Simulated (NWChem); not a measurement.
System: C2H6Si, singlet; SMILES C[Si]C

NWChem input:

```
start job
memory heap 200 mb stack 900 mb global 1100 mb
geometry units angstroms noautosym nocenter noautoz
  Si     0.000000     0.000000     0.756786
  C     -1.438355     0.023296    -0.495109
  H     -2.410153    -0.246772    -0.055192
  H     -1.263102    -0.577715    -1.403822
  H     -1.518902     1.077967    -0.830015
  C      1.438355    -0.023296    -0.495109
  H      1.263102     0.577715    -1.403822
  H      1.518902    -1.077967    -0.830015
  H      2.410153     0.246772    -0.055192
end
basis spherical
  Si library 6-31+g*
  C library 6-31+g*
  H library 6-31+g*
end
dft
  xc bhlyp
  iterations 150
end
property
  response 1 0.0
end
task dft property
```

Low-valent species are run as closed-shell singlets; no triplet was tried in these runs. Coordinates come from a PBE0/def2-SVP optimisation.

Static field.

Problem. What results follow from this input? (BHandHLYP/6-31+G* (spherical d).) Quantities: isotropic polarisability (bohr³); anisotropy (bohr³).

Solution. 
- isotropic polarisability (bohr³) = 56.3
- anisotropy (bohr³) = 13.2
